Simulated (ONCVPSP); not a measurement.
zirconium (Zr): one change to an ONCV potential, before and after

* Element: zirconium (Zr)
* Generator: ONCVPSP 4.0.1
* Type: optimised norm-conserving Vanderbilt (ONCV)
* Functional: PBEsol
* Relativity: scalar-relativistic
* Frozen core: [Ar] 3d10
* Valence charge: 12
* Reference configuration: 4s2 4p6 4d2 5s2
* Partial waves: 4s+5s: rc 2.00 bohr, ncon 5, nbas 8, qcut 4.6 1/bohr, 2 projectors; 4p: rc 1.25 bohr, ncon 4, nbas 8, qcut 5.8 1/bohr, 2 projectors, debl 1 Ha; 4d: rc 1.80 bohr, ncon 3, nbas 7, qcut 5 1/bohr, 3 projectors, debl 2.6 Ha; f scattering state at 0.07 Ha: rc 2.05 bohr, ncon 4, nbas 8, qcut 5.2 1/bohr, 1 projector
* Local potential: polynomial inside 0.80 bohr (lpopt 5, dvloc0 1 Ha)
* Core correction: Teter function, fcfact 4.25, rcfact 1.35

In the p channel the program set the typed energies aside and used -1.192, 0.250 Ha.

All-electron outer shells of the reference configuration (PBEsol, scalar-relativistic, ld1.x):

```tsv
shell	level (eV)	outermost node (bohr)	outermost maximum (bohr)
3d	-174.70	–	0.35
4s	-54.46	0.55	1.08
4p	-32.43	0.56	1.17
5s	-4.46	1.47	3.15
4d	-3.61	0.58	1.61
```

Change: all radii but the core radius scaled by about 1.31 (s 2.62, p 1.64, d 2.34, f 2.68 bohr); local potential polynomial inside 1.04 bohr (lpopt 5, dvloc0 1 Ha).

Cutoffs: the cutoffs (Ha) at which the residual kinetic energy of the hardest occupied pseudo-wave falls to 1 and 0.1 mHa per electron; they do not see the model core or the augmentation charge, which bear on the density cutoff. Errors are all-electron minus pseudo energies relative to the spin-unpolarised reference configuration.

Q: Predict the effect on cutoff, ghosts and configuration errors.

A: The potential gets softer (65 Ha and 124 Ha → 10 Ha and 43 Ha); the bound ghost in s disappears; of the 4 tests that both files solve, the error grows in 1 and shrinks in 0 by more than 15 % and 0.3 meV (median size 4.7 → 7.0 meV). A larger radius leaves more room for a smooth pseudo-wave, so fewer plane waves are needed.

| quantity | base | changed |
| --- | --- | --- |
| cutoff, loose | 65 Ha | 10 Ha |
| cutoff, tight | 124 Ha | 43 Ha |
| loose cutoff by channel | s 19 Ha, p 65 Ha, d 13 Ha | s 4.9 Ha, p 10.0 Ha, d 10 Ha |
| bound ghosts | s | none |
| GHOST(+) flags under 300 eV | d at 36.2 eV, f at 61.2 eV, p at 213.0 eV | s at 37.5 eV, s at 44.0 eV |
| error for 4s2 4p6 4d2 5s1, meV [ΔE 7.17 eV] | -2.3 | -2.0 |
| error for 4s2 4p6 4d2 5s0, meV [ΔE 20.08 eV] | -11 | -11 |
| error for 4s2 4p6 4d1 5s0, meV [ΔE 42.67 eV] | -4.3 | +8.6 |
| error for 4s2 4p6 4d2 5s0 5p2, meV [ΔE 6.27 eV] | -5.0 | -5.3 |
| rms error of d²Exc/dni dnj with the model core, mHa | 1.07 | 1.32 |

 A true bound ghost makes a file unfit for plane-wave use even where its test errors are small: the radial tests pick states by their node count and pass the ghost by.
